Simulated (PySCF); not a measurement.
What went wrong, or what changed?

The sound run of [BiO3]− (singlet) uses PySCF 2.14.0, RKS BP86, Bi def2-SVP with ECP60, O def2-SVP; non-relativistic Hamiltonian with scalar-relativistic core potentials where named; density fitting; no spin-orbit coupling, grid (50, 194), threshold 1e-8 and 55 cycles at the relaxed geometry. This run, with dm0 from free metal ions and neutral atoms, differs:

```python
mol = gto.M(atom='''
Bi    -0.00000     0.00000     0.00000
O      1.99991    -0.00001    -0.00000
O     -0.99994     1.73198    -0.00000
O     -0.99997    -1.73197     0.00000''',
    basis={'Bi': 'def2-SVP', 'O': 'def2-SVP'},
    ecp={'Bi': 'def2-SVP'},
    charge=-1, spin=0)
mf = dft.RKS(mol, xc='B88,P86')
mf.grids.atom_grid = (50, 194)
mf = mf.density_fit()  # fitting sets: Bi def2-universal-JKFIT, O def2-universal-JKFIT
mf.conv_tol = 1e-08; mf.max_cycle = 3
mf.kernel(dm0)
```

Task: What was changed, and how did it end?

Result: The cycle limit was cut. The SCF did not converge. These settings are unsound on purpose: the numbers aren't the compound's.
```
init E= -449.838108351164
cycle= 1 E= -439.147959453807  delta_E= 10.7  |g|= 2.24  |ddm|= 3.26
cycle= 2 E= -435.60137216916  delta_E= 3.55  |g|= 4.35  |ddm|= 4.98
cycle= 3 E= -440.180565299976  delta_E= -4.58  |g|= 0.229  |ddm|= 4.04
SCF not converged.
```

Run from Python with OMP_NUM_THREADS=2; the lines above give its settings.
It took 0.3 s on 2 threads of Arm Neoverse V2, on a shared host.
